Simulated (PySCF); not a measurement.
Breaking a bond: BeF, doublet.

Computed with: ROKS-BLYP = PySCF with restricted open-shell BLYP/cc-pVTZ; UHF/cc-pVTZ (PySCF); UKS-BHandHLYP = PySCF with unrestricted BHandHLYP/cc-pVTZ; UMP2 = PySCF with MP2 on UHF/cc-pVTZ, 1 core orbital frozen; UKS-BLYP = PySCF with unrestricted BLYP/cc-pVTZ.

Energies are in kcal/mol, each relative to the lowest point of its own curve near equilibrium.

```
R / Å  ROKS-BLYP   UHF  UKS-BHandHLYP  UMP2  UKS-BLYP
-----  ---------  ----  -------------  ----  --------
1.11        49.7  45.7           44.9  49.4      49.7
1.16        29.2  25.7           25.3  28.7      29.2
1.24         9.7   7.4            7.3   9.3       9.7
1.27         5.6   3.8            3.7   5.2       5.6
1.33         0.9   0.2            0.2   0.8       0.9
1.37         0.0   0.0            0.0   0.0       0.0
1.40         0.2   0.7            0.7   0.3       0.2
1.44         1.3   2.6            2.5   1.7       1.3
1.49         3.9   6.1            6.0   4.6       3.9
1.57        10.0  13.7           13.4  11.3      10.0
1.70        22.8  28.7           28.0  25.0      22.7
1.86        40.0  48.6           47.4  43.7      40.0
2.06        60.9  72.6           70.6  66.8      60.8
2.29        81.7  96.9           93.5  92.1      81.4
```

At the longest distance, 2.29 Å, UHF lies highest above its minimum (96.9 kcal/mol) and UKS-BLYP lowest (81.4 kcal/mol).

The scan ran from 1.11 to 5.50 Å; beyond the distances shown one of the unrestricted levels run for this scan, shown here or not, changes its spin distribution in one step.
